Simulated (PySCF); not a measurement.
**F³⁺: interval between two levels**

F³⁺ [He] 2s2 2p2 [3P2, M_J = 2] → F³⁺ [He] 2s1 2p2 3s1 [5P3, M_J = 3], as a difference of total energies. Computed with PySCF 2.14 in x2c-SVPall-2c with one added diffuse shell of s type (4s2p1d, 15 functions), with the two-component X2C-1e Hamiltonian. Correlated levels: 1s2 frozen. "Screened" scales the spin-orbit matrix elements by Boettger's factors to mimic the two-electron term; Breit and QED terms are absent.

```
                    method  interval between two levels (cm⁻¹)
           GHF (spin-free)                              481840
          GMP2 (spin-free)                              491660
 GHF (screened spin-orbit)                              481860
GMP2 (screened spin-orbit)                              491680
```

The labels give the starting determinants; with spin-orbit coupling the two ends relaxed to ⟨J²⟩ = 6.00, ⟨L²⟩ = 2.00, ⟨S²⟩ = 2.00 and ⟨J²⟩ = 12.00, ⟨L²⟩ = 2.00, ⟨S²⟩ = 6.00.
